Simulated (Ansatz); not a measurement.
A made-up structure of BGeH4F, closed shell:

```tsv
atom	x (Å)	y (Å)	z (Å)
B1	-0.8142	0.1992	-0.5854
Ge2	0.5301	-0.0452	0.3639
F3	0.4983	-1.8413	0.7034
H4	-1.4846	-0.7909	-0.8327
H5	-0.9268	1.3608	-0.8965
H6	0.3533	0.7821	1.7361
H7	1.8439	0.3354	-0.4888
```

It is relaxed with PBE-D4/def2-SVP and then PBE0-D4/def2-TZVP (Ansatz 0.2.0). Atoms count as bonded within 1.22 times the sum of their covalent radii (H–H: 0.88 Å). The end point is not checked to be a true minimum.

Task: Does its bonding change? (A judgement: the text doesn't fix the answer.)

Result: Computed: No: no bond forms or breaks.

Where it ends: The first stage lowers the energy by 2.07 eV in 6 steps. It ends as BGeH₄F ([BH2][GeH2][F]):
```
7
angstrom
B -1.0035 0.2523 -0.7228
Ge 0.6464 -0.0844 0.4498
F 0.7506 -1.7834 0.8614
H -1.7371 -0.6337 -1.0351
H -1.2328 1.3622 -1.1001
H 0.5984 0.6508 1.8034
H 1.9780 0.2363 -0.2567
```

Labels in which every atom is bracketed show which atoms are joined, not bond orders.

For scale, one of the runs: PBE0-D4/def2-TZVP relaxation, 134 basis functions, launched by `ansatz run in.yaml --threads 2 --pin off --events-out ev --progress --plain --max-ram 4352MiB`. The run took about 13 s on 2 CPU threads of an Arm Neoverse V2 (shared host).
